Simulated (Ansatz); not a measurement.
The first iterations of a band of Cl3FH2NTa + H (9 atoms, charge 0, multiplicity 2).

Theory: UKS PBE/def2-SVP in Ansatz 0.2.0.

```
movable images  : 9
climbing image  : yes
spring          : 5.0 eV/Å²
optimiser       : quadratic models (default)
start path      : through a guess of the saddle point
force threshold : 0.05 eV/Å
iteration limit : 49
end points      : relaxed
```

Initial state:

```xyz
9
Properties=species:S:1:pos:R:3
Ta -0.171 0.008 -0.015
F 1.717 0.051 0.032
Cl -0.213 -0.129 2.330
Cl -0.094 -0.229 -2.351
Cl -1.467 1.927 -0.088
N -1.164 -1.693 -0.004
H -1.453 -2.181 0.850
H -1.409 -2.217 -0.850
H 4.829 0.073 0.094
```

Final state:

```xyz
9
Properties=species:S:1:pos:R:3
Ta -0.185 0.220 -0.160
F 1.910 -0.982 -0.256
Cl 1.133 0.772 1.788
Cl 0.119 0.607 -2.432
Cl -2.010 1.573 0.310
N -0.740 -1.641 0.036
H -1.699 -1.961 0.223
H -0.109 -2.450 -0.075
H 2.155 -0.528 0.566
```

| iteration | highest image above the first end (eV) | largest band force component (eV/Å) |
| --- | --- | --- |
| 1 | 1.912 | 5.293 |
| 2 | 1.026 | 1.977 |
| 3 | 0.753 | 1.152 |
| 4 | 0.515 | 1.612 |
| 5 | 0.482 | 0.862 |
| 6 | 0.463 | 0.795 |
| 7 | 0.594 | 0.811 |
| 8 | 0.592 | 0.561 |
| 9 | 0.568 | 0.433 |
| 10 | 0.544 | 0.387 |
| 11 | 0.525 | 0.295 |
| 12 | 0.498 | 0.335 |
| 13 | 0.490 | 0.212 |
| 14 | 0.478 | 0.182 |

Task: Does the band converge within its limit, and where does its top end?

Result: The run converged. It ended after 43 iterations with the highest image 0.142 eV above the first end. The profile has 2 maxima (images 4, 8) with wells between them (image 6): this band takes more than one step, which may be the mechanism or a detour left from its start path. A vibrational analysis at the climbing image gives one clearly imaginary mode, 668i cm⁻¹, and a faint second one (35i cm⁻¹) that may be numerical noise or a soft torsion: probably a first-order saddle point.

Time of the run: 26 min on 4 threads of Arm Neoverse V1, on a shared host, peak memory 0.37 GiB.
